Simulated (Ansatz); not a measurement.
`P[SiH2][AlH][Cl]` + `N[SiH3]` → `[SiH3]NP` + `[SiH3][AlH][Cl]` at 400 K and 1 bar (cleavage of the P–Si bond).

Computed with Ansatz on PBE0-D4/def2-TZVP structures; ΔE is electronic, products minus reactants. CBS: MP2 limit from def2 TZ/QZ plus the TZ coupled-cluster correction, frozen cores. This one scheme is used for every species. One conformer a species, not always the lowest.

| species | CCSD(T)/CBS energy (Eh) | H − E (kJ/mol) | S (J/(mol·K)) |
| --- | --- | --- | --- |
| `P[SiH2][AlH][Cl]` | -1334.87683 | 150.2 | 425.1 |
| `N[SiH3]` | -346.80422 | 153.0 | 285.3 |
| `[SiH3]NP` | -688.33766 | 183.0 | 344.0 |
| `[SiH3][AlH][Cl]` | -993.32756 | 113.7 | 366.3 |

H − E and S are ideal-gas, rigid-rotor, harmonic terms from PBE0-D4/def2-TZVP, for one conformer and one mirror image of each species. 1 Eh = 2625.50 kJ/mol, R = 8.31446 J/(mol·K).

Problem. By hand: ΔE, ΔH, ΔS and ΔG.

Solution. ΔE = (-688.33766) + (-993.32756) − (-1334.87683) − (-346.80422) = 0.01583 Eh = 41.6 kJ/mol. Δ(H − E) = 183.0 + 113.7 − 150.2 − 153.0 = -6.5, so ΔH = 35.1 kJ/mol. ΔS = 344.0 + 366.3 − 425.1 − 285.3 = -0.1 J/(mol·K). ΔG = 35.1 − 400 × (-0.1)/1000 = 35.1 kJ/mol.

Problem. By hand: the equilibrium constant, and the temperature at which ΔG would vanish if ΔH and ΔS stayed fixed.

Solution. log₁₀ K = −ΔG/(RT ln 10) = -4.6. ΔH and −TΔS have one sign here, so there is no such temperature.

The number of gas molecules stays the same, so ΔS is small and ΔH decides. A doubt of 5 kJ/mol in ΔE shifts log₁₀ K by 0.7 here. Other conformers and mirror images would add mixing entropy, several J/(mol·K) or more a flexible species. Modes under 60 cm⁻¹, often nearly free rotors, make the harmonic entropy too high. These are equilibria of isolated gas molecules and say nothing of rates. Largest T1 diagnostic: 0.013 (customary marks: 0.02 for closed shells, 0.045 for open ones).

ΔS is within the doubt of such terms, so its sign, and with it that verdict, could turn.
